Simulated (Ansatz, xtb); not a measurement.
**Two isomers of C2H5BF2**

Structure a: `FBCCF`, a singlet. Structure b: `CB(F)CF`, a singlet. Both are isolated molecules in the gas phase, relaxed with PBE0-D4/def2-SVP; the shapes shown needn't be the lowest conformers.

a (Å):

```xyz
10

C    -0.6877   -1.6658    0.3667
C    -1.7344   -2.7493    0.2878
B     0.1335   -1.3736   -0.9286
F    -0.0977   -2.0581   -2.0408
F    -2.3746   -2.8926    1.4959
H     1.0000   -0.5281   -0.9800
H    -1.1469   -0.7100    0.6841
H     0.0387   -1.8902    1.1710
H    -2.4923   -2.5128   -0.4787
H    -1.2810   -3.7193    0.0202
```

b (Å):

```yaml
atoms:
  - { symbol: C, position_ang: [1.5052, -0.1936, -0.0370] }
  - { symbol: C, position_ang: [-0.7758, -1.7577, 0.0208] }
  - { symbol: B, position_ang: [0.5489, -1.2477, -0.6668] }
  - { symbol: F, position_ang: [0.8337, -1.8078, -1.8438] }
  - { symbol: F, position_ang: [-1.0170, -1.1513, 1.2333] }
  - { symbol: H, position_ang: [0.9520, 0.5632, 0.5381] }
  - { symbol: H, position_ang: [2.1398, -0.7235, 0.6979] }
  - { symbol: H, position_ang: [2.1714, 0.2844, -0.7688] }
  - { symbol: H, position_ang: [-0.7284, -2.8551, 0.1637] }
  - { symbol: H, position_ang: [-1.6366, -1.5822, -0.6543] }
```

**Question.** Estimate E(b) − E(a) at the level CCSD(T)/def2-SVP + ΔMP2/def2-TZVPP.

**Answer.** Calculated at CCSD(T)/def2-SVP + ΔMP2/def2-TZVPP: E(b) − E(a) = −0.347 eV, so structure b lies lower.

The same difference at several levels:

```json
{"level": "GFN2-xTB", "geometry": "GFN2-xTB", "E(b) − E(a) (eV)": "+0.165", "departure from the last row (eV)": "+0.512", "job, with rough time for the two": "optimisation, 0.29 s"}
{"level": "HF/STO-3G", "geometry": "GFN2-xTB", "E(b) − E(a) (eV)": "−0.307", "departure from the last row (eV)": "+0.041", "job, with rough time for the two": "single point, 0.38 s"}
{"level": "r2SCAN-D4/def2-SVP", "geometry": "GFN2-xTB", "E(b) − E(a) (eV)": "−0.407", "departure from the last row (eV)": "−0.059", "job, with rough time for the two": "single point, 3.3 s"}
{"level": "PBE0-D4/def2-SVP", "geometry": "PBE0-D4/def2-SVP", "E(b) − E(a) (eV)": "−0.396", "departure from the last row (eV)": "−0.049", "job, with rough time for the two": "optimisation, 42 s"}
{"level": "HF/def2-SVP", "geometry": "PBE0-D4/def2-SVP", "E(b) − E(a) (eV)": "−0.350", "departure from the last row (eV)": "−0.002", "job, with rough time for the two": "part of the CCSD(T) run"}
{"level": "MP2/def2-SVP", "geometry": "PBE0-D4/def2-SVP", "E(b) − E(a) (eV)": "−0.332", "departure from the last row (eV)": "+0.015", "job, with rough time for the two": "part of the CCSD(T) run"}
{"level": "CCSD(T)/def2-SVP", "geometry": "PBE0-D4/def2-SVP", "E(b) − E(a) (eV)": "−0.329", "departure from the last row (eV)": "+0.018", "job, with rough time for the two": "single point"}
{"level": "CCSD(T)/def2-SVP + ΔMP2/def2-TZVPP", "geometry": "PBE0-D4/def2-SVP", "E(b) − E(a) (eV)": "−0.347", "departure from the last row (eV)": "", "job, with rough time for the two": "single point, 29 s"}
```

As drawn, b has 1 C–B, 1 C–H in place of 1 C–C, 1 B–H.

GFN2-xTB puts the two in the other order. The largest departure from CCSD(T)/def2-SVP + ΔMP2/def2-TZVPP is that of GFN2-xTB, 0.512 eV. The last row adds to CCSD(T) the change of the MP2 difference between the two basis sets, here −0.018 eV.

With harmonic frequencies from PBE0-D4/def2-SVP (ideal gas, rigid rotor, one conformer each, 298.15 K, 1 atm): on the last row, ΔE + ΔZPE = −0.370, ΔH = −0.357, ΔG = −0.384 eV.

The correlated steps freeze 5 core orbitals. Mirror images aren't counted in ΔG. Programs: Ansatz 0.2.0, xtb 6.7.1; the last row on 2 threads of AMD EPYC 7R43 64-Core Processor (Zen 3) on a shared host.
